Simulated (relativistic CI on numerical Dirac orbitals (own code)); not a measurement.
**Zr³⁺ (4d) in a crystal field**

Calculated by Dirac-Coulomb-Breit CI, separate exchange-only KLI orbitals for each configuration, model QED, one configuration in a parametric crystal field, unscaled Slater integrals (own radial code).

Field parameters in Wybourne normalisation: Td as Oh with Dq negative (B⁴₀ = 21Dq, B⁴₄ = √(5/14) B⁴₀). The field is a parameter set, without covalency.

S is read from ⟨S²⟩ = S(S + 1).

Levels (cm⁻¹, degeneracy): 0 (4), 14169 (4), 14816 (2).

Task: Which field gives this pattern?
A. Td, 10Dq = -10100 cm⁻¹
B. Td, 10Dq = -14350 cm⁻¹
C. Td, 10Dq = -7550 cm⁻¹
D. Td, 10Dq = -13350 cm⁻¹

Result: B. Td, 10Dq = -14350 cm⁻¹, ground level with S = 0.50.
